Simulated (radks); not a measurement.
Q: Species: Dy51+. Configuration: [Ne] 3s2 3p3. Method: scalar-relativistic Kohn-Sham, PBE, spin-unpolarised, spherical densities, point nucleus; computed with a radial shooting solver on a logarithmic mesh with Libxc functionals. Some entries of the table are withheld. Estimate them.

orbital  occ.  eigenvalue (Ry)  <1/r> (bohr^-1)
1s          2        -4212.591              (1)
2s          2        -914.0038              (2)
2p          6              (3)            16.27
3s          2        -363.2125            7.094
3p          3              (4)            6.705
3d          0              (5)            6.385
4s          0              (6)            3.767
4p          0        -183.5393            3.608

A: 
(1) 1s <1/r> (bohr^-1): 74.60
(2) 2s <1/r> (bohr^-1): 17.55
(3) 2p eigenvalue (Ry): -842.1387
(4) 3p eigenvalue (Ry): -341.4974
(5) 3d eigenvalue (Ry): -320.0519
(6) 4s eigenvalue (Ry): -192.4132
